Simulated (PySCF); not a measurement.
Mapped SMILES: `[SiH3:1][SiH2:2][O:3][SiH2:4][PH2:5]`. Each H is labelled by its parent atom.

- GIAO HF/pcSseg-2 shieldings
- geometry from PBE0-D3(BJ)/def2-SVP
- program: PySCF
- non-relativistic, rapidly exchanging positions averaged, gas phase, one conformer

Referencing at the same level of theory: $^{1}$H, $^{29}$Si against TMS; $^{17}$O against H2O; H3PO4 for $^{31}$P.

```
 atoms    nucleus  count  δ (ppm)
H(Si1)    $^{1}$H      3     3.44
   Si1  $^{29}$Si      1    -94.9
   Si2  $^{29}$Si      1    -30.2
   Si4  $^{29}$Si      1        ?
    O3   $^{17}$O      1        ?
 H(P5)    $^{1}$H      2     1.71
H(Si2)    $^{1}$H      2        ?
H(Si4)    $^{1}$H      2     4.98
    P5   $^{31}$P      1   -247.1
```

Fill in the missing shifts.

Results:


- H(Si2): 4.80 ppm, hydrogen on a silicon bonded to O, Si
- Si4: -21.1 ppm, silicon bonded to O, P, 2 H
- O3: -3.2 ppm, oxygen bonded to 2 Si

Experimental scales use liquid or dissolved standards, which lie at an offset from isolated H2O (liquid H2O: subtract about 36 ppm) and H3PO4.
